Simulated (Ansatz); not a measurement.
Molecule: C$_{5}$H$_{10}$O, net charge 0, singlet state. SMILES: CCC(=O)CC
Geometry from a B3LYP-D3(BJ)/def2-TZVP (Ansatz, an electronic-structure program) optimisation:
```
C
O 1 1.2093
C 1 1.5187 2 121.92
H 3 1.0957 1 107.60 2 123.90
H 3 1.0957 4 105.00 1 -114.39
C 1 1.5187 2 121.92 3 180.00
H 6 1.0957 1 107.60 2 123.90
H 6 1.0957 7 105.00 1 -114.39
C 3 1.5209 4 111.14 5 -120.24
H 9 1.0898 3 110.93 4 178.73
H 9 1.0899 10 107.24 3 -121.28
H 9 1.0908 10 108.49 11 -116.99
C 6 1.5209 7 111.14 8 -120.24
H 13 1.0898 6 110.93 7 178.73
H 13 1.0899 14 107.24 6 -121.28
H 13 1.0908 14 108.49 15 -116.99
```
Charge 0, spin multiplicity 1.

Quantity: atomisation energy (electronic, to ground-state atoms), in kcal/mol. Valence correlation only, unless marked. UHF or UKS for open shells. Spin-orbit coupling is left out. Non-relativistic. The coupled-cluster limit lacks core correlation, which all-electron functionals hold. CBS marks a two-point X^-3 extrapolation of the correlation energy; Hartree-Fock from the larger set.

```csv
level,program,atomisation energy (kcal/mol)
B3LYP-D4/def2-TZVPD,Ansatz + dftd4,1567.2
PBE0/STO-3G,Ansatz,1836.7
```

Question: Estimate the value at CCSD(T)/CBS(cc-pVTZ,cc-pVQZ) as computed with Ansatz.

Answer: 1565.6 kcal/mol, so PBE0/STO-3G differs from it by 271.1 kcal/mol.
